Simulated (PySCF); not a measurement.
Sn(Cl)2(Me)(OMe) (C2H6Cl2OSn), SMILES C[O][Sn]([CH3])([Cl])[Cl]. Geometry: PBE-D3(BJ)/def2-SVP. The def2 effective core potentials stand for the cores of Sn; spin–orbit coupling is left out. The values are those of a single conformer.

Computed equilibrium geometry at PBE-D3(BJ)/def2-SVP (PySCF confirms it by a frequency run) as bond lengths and angles, and its point group (one conformer of several):
point group Cs.
Atoms: C1 O2 Sn3 C4 Cl5 Cl6 H7 H8 H9 H10 H11 H12. Bonded distances (Å): C1–O2 1.420, C1–H7 1.115, C1–H8 1.115, C1–H9 1.111, O2–Sn3 1.996, Sn3–C4 2.145, Sn3–Cl5 2.372, Sn3–Cl6 2.372, C4–H10 1.105, C4–H11 1.106, C4–H12 1.105. Bond angles (°): O2–C1–H7 112.6, O2–C1–H8 112.6, O2–C1–H9 107.6, H7–C1–H8 108.0, H7–C1–H9 107.9, H8–C1–H9 107.9, C1–O2–Sn3 119.6, O2–Sn3–C4 109.1, O2–Sn3–Cl5 107.2, O2–Sn3–Cl6 107.2, C4–Sn3–Cl5 113.4, C4–Sn3–Cl6 113.4, Cl5–Sn3–Cl6 106.1, Sn3–C4–H10 108.4, Sn3–C4–H11 107.1, Sn3–C4–H12 108.4, H10–C4–H11 110.9, H10–C4–H12 110.9, H11–C4–H12 110.9.
